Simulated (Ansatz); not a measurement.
Cs2Br2 (the lowest singlet isomer of a short search). Total charge 0; singlet. Geometry PBE-D4/def2-SVP, basis def2-TZVP, Ansatz.

```xyz
4

Cs    0.871   -2.234    0.017
Cs   -0.912    2.218   -0.016
Br   -0.036   -0.033   -2.352
Br    0.077    0.049    2.351
```

```tsv
run	HOMO (eV)	LUMO (eV)
A	-6.23	-0.73
B	-6.41	-0.37
C	-8.50	0.21
D	-5.06	-1.20
E	-7.24	-0.46
F	-5.26	-1.26
```

In the def2 sets Cs takes a core potential; there is no spin–orbit coupling. The structure comes from a short search, and lower isomers may exist.

**Question.** The runs used BHLYP, LDA (SPW92), PBE, PBE0, r2SCAN0, ωB97X-V. Estimate which is which.

**Answer.** A PBE0 (25 % exact exchange); B r2SCAN0 (25 % exact exchange); C ωB97X-V (range-separated); D PBE (0 % exact exchange); E BHLYP (50 % exact exchange); F LDA (SPW92) (0 % exact exchange). Exact exchange lowers occupied and raises empty levels; among semilocal functionals meta-GGAs tend to open the gap a little, and such runs are hard to tell apart. The gap grows from 3.86 eV (PBE) to 8.71 eV (ωB97X-V).
